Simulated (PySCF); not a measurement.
C2H3O (SMILES C[C]=O), doublet, at a GFN2-xTB geometry. Base run: PBE/cc-pVDZ (PySCF).

The PySCF input:
```python
from pyscf import gto, scf, dft

mol = gto.Mole()
mol.atom = '''
    C    -0.982806   -0.640317    0.009182
    C     0.008928    0.456806    0.003562
    H    -0.514694   -1.629554   -0.005653
    H    -1.602347   -0.538696    0.898221
    H    -1.628027   -0.524487   -0.859623
    O     1.198543    0.474226   -0.013676
'''
mol.basis = 'cc-pvdz'
mol.charge = 0
mol.spin = 1
mol.verbose = 4
mol.symmetry = True
mol.build()

mf = dft.UKS(mol)
mf.xc = 'pbe'
mf.kernel()
mf.analyze()
```

The base run was repeated with changes; each row names its change, and settings that it needs were set with it.

| change | ΔE vs base (eV) | point group used | SCF cycles |
|---|---|---|---|
| base | 0.00 | Cs | 10 |
| irrep_nelec = A':(9, 9) A":(3, 2) | 2.10 | Cs | 12 |
| symmetry = off | 0.00 | C1 | 10 |
| irrep_nelec = A':(11, 9) A":(1, 2) | 10.97 | Cs | 12 |

Open shells are given as the SCF converged; they aren't shown to be the lowest states, and a large step between rows can be another state.
